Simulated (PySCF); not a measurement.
Compound: C4H7FO2Si (charge +1 and doublet state).
Z-matrix (Å and degrees, GFN2-xTB geometry), rows numbered from 1:
```
C 
C   1  1.3243
F   2  1.3309  1  122.71
C   2  1.5138  1  121.97  3  -179.89
O   4  1.1944  2  121.03  1    -1.09
C   4  1.4780  2  111.59  1   179.47
Si  6  2.0106  4  104.65  2  -175.71
O   7  1.5861  6  105.45  4   -65.00
H   1  1.0805  2  119.91  3     0.25
H   1  1.0758  2  121.43  3  -179.82
H   6  1.0893  4  112.43  2   -54.21
H   6  1.0911  4  110.56  2    65.93
H   7  1.4511  6  105.38  4    60.16
H   7  1.4665  6   95.09  4  -171.78
H   8  0.9575  7  134.97  6   106.29
```

The hyperfine couplings belong to this conformer and change with its torsions.

The species is `[CH2+][C](F)C(=O)C[SiH2]O` [radical] (charge +1).

Method: UKS B3LYP, pcH-1 on C F H O Si, non-relativistic, mean-field spin-orbit, GIAO in PySCF. One conformer (not necessarily the lowest) at the GFN2-xTB geometry, without solvent, vibrations or thermal averaging. The geometry wasn't refined by DFT: couplings that depend on bond lengths, twists or pyramidal angles can differ widely from those at the functional's own minimum, by a factor of two or more for some ions and for spin on atoms past the first row. The SCF solution wasn't tested for stability.

Principal values of hyperfine tensors in MHz (contact, dipolar and spin–orbit terms together), for some of the nuclei:

```tsv
atom	isotope	A1	A2	A3
H14	1H	154.52	156.42	163.15
C2	13C	80.03	85.11	126.09
Si7	29Si	26.90	61.60	64.76
C4	13C	-59.13	-47.79	-28.79
H9	1H	20.21	22.57	25.62
H12	1H	-36.24	-23.96	-4.98
H11	1H	-36.23	-23.48	-3.57
H13	1H	13.55	17.31	19.72
```

(1) Give the isotropic coupling of each nucleus in MHz and in mT (g = 2.0071), and the anisotropic part.

(2) What spin density at the nucleus of H11 lies behind its contact coupling (g_N = 5.58569)?

(3) O5 (17O, g_N = -0.75752) isn't in the table. Its spin density at the nucleus is 0.02894 bohr⁻³. What is its contact coupling?

(4) Name the largest traceless tensor T of the table and describe it.

(5) What first-order splitting does Si7 cause when the field lies along A1, A2 or A3 of its tensor (g taken as isotropic, no quadrupole term)?

## Answers

(1) a_iso = (A1 + A2 + A3)/3, Ti = Ai − a_iso; 1 mT corresponds to 28.092 MHz. The tensors hold a spin–orbit part: the run splits a_iso into a_FC + a_SO, and T includes its anisotropic share.

```csv
atom,a_iso (MHz),a_FC,a_SO,a_iso (mT),T1,T2,T3
H14,158.03,158.03,0.01,5.626,-3.51,-1.61,5.12
C2,97.07,97.29,-0.21,3.456,-17.05,-11.97,29.02
Si7,51.09,51.27,-0.19,1.819,-24.19,10.52,13.68
C4,-45.24,-45.20,-0.04,-1.610,-13.89,-2.56,16.45
H9,22.80,22.77,0.03,0.812,-2.59,-0.23,2.82
H12,-21.73,-21.77,0.04,-0.773,-14.51,-2.23,16.74
H11,-21.09,-21.12,0.03,-0.751,-15.13,-2.38,17.52
H13,16.86,16.85,0.00,0.600,-3.31,0.45,2.86
```

(2) a_FC = 800.24 MHz bohr³ × g_N × ρ(0)/(2S). With a_FC = -21.12 MHz and 2S = 1, ρ(0) = -0.004726 bohr⁻³. In magnitude that is 1.5 % of the 1/π = 0.318 of a free hydrogen atom.

(3) By the same relation, a_FC = -17.55 MHz. The spin–orbit term adds -0.55 MHz. Its full tensor has the principal values -104.74, 21.01, 29.45 MHz.

(4) C2: -17.0, -12.0, 29.0 MHz (the dipolar term alone has -16.6, -12.2, 28.8), rhombic: the two smaller values differ by 18 % of the largest.

(5) 2 lines (I = 1/2), spaced by |A_i|/(g × 13.996): 0.96, 2.19, 2.31 mT along the axes of A1, A2 and A3.

The SMILES draws the unpaired electron on C2; the largest computed Mulliken spin population is on C6 (0.34 against 0.14).
